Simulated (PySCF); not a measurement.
Molecule: SMILES C1=C(B)C1, C3H5B.

Atoms are numbered as in `[BH2:1][C:2]1=[CH:3][CH2:4]1`; H(Xn) means a hydrogen on atom n.

Spin–spin couplings on one PBE0-D3(BJ)/def2-SVP geometry, PySCF 2.14, gas phase, non-relativistic, equivalent pairs averaged; isotopes $^{13}$C, $^{1}$H, $^{11}$B; functional B3LYP.

How do the couplings (Hz) change with the basis set? Times are CPU seconds on shared hosts with different chips, so compare them loosely. Far from the basis limit: 6-31G*, pcJ-0, def2-TZVP, cc-pVTZ.

Results:


| basis set | functions | $^{1}J$(C3,H(C3)) | $^{1}J$(C4,H(C4)) | $^{1}J$(B1,H(B1)) | $^{1}J$(B1,C2) | $^{1}J$(C2,C3) | $^{1}J$(C3,C4) | $^{1}J$(C2,C4) | core-s |
| --- | --- | --- | --- | --- | --- | --- | --- | --- | --- |
| 6-31G* | 66 | 223.6 | 178.9 | 151.6 | 103.4 | 66.1 | 27.5 | 3.8 | 4.9 |
| pcJ-0 | 67 | 223.9 | 156.6 | 130.3 | 70.1 | 43.5 | 9.9 | -8.5 | 5.3 |
| def2-TZVP | 154 | 234.2 | 172.1 | 138.2 | 95.4 | 61.0 | 15.8 | -6.5 | 14 |
| pcJ-1 | 158 | 244.1 | 180.0 | 143.3 | 91.5 | 62.1 | 17.7 | -0.7 | 13 |
| cc-pVTZ | 190 | 229.8 | 162.8 | 138.5 | 88.3 | 89.4 | 17.3 | -4.1 | 19 |
| aug-cc-pVTZ-J | 284 | 252.5 | 183.6 | 145.6 | 92.0 | 60.8 | 16.2 | -5.6 | 39 |
| pcJ-2 | 324 | 249.5 | 181.6 | 144.0 | 90.6 | 60.1 | 16.0 | -5.3 | 50 |

The Fermi-contact term samples the wavefunction at the nucleus, which is why sets with added tight s functions (names with J) are made for couplings.
